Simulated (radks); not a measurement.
Results of a calculation; reference values are marked as such.
Problem. Valence configurations of Si2+ (all share [Ne]). Code: a radial shooting solver on a logarithmic mesh with Libxc functionals. Model: scalar-relativistic Kohn-Sham, PBE, spin-polarised, spherical densities, finite nucleus; open shells are filled with parallel spins first; Fermi nuclear charge, rms radius 3.1224 fm. Order these by energy: 3s1.5 3p0.5; 3p2; 3s0.5 3p1.5; 3s1 3p1; 3s2.

Solution. From the lowest, in eV above it: 3s2 0.000; 3s1.5 3p0.5 3.639; 3s1 3p1 6.566; 3s0.5 3p1.5 10.666; 3p2 14.769. NIST lists [Ne] 3s2 as the ground configuration; this level of theory agrees among the configurations tried. The energies are those of spherical high-spin densities, not of single terms.
